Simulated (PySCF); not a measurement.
**Electron correlation in B⁺ (boron, charge +1)**

[He] 2s2, closed-shell 1S. All numbers are calculated (PySCF 2.14, the spin-free X2C one-electron Hamiltonian (Gaussian nucleus), in ANO-RCC-VTZP (4s3p2d1f, 30 functions)). Frozen: 1s2; 2 electrons correlated.

With two correlated electrons CCSD is exact within the correlated space (frozen core and kept virtual orbitals).

```tsv
level	correlation energy (mhartree)
CCSD	-60.20
```

Diagnostics: T1 = 0.013, D1 = 0.0179, largest double amplitude 0.152.

Q: Is a single reference adequate?

A: Not fully. A double-excitation amplitude exceeds 0.15, a sign of near-degeneracy.
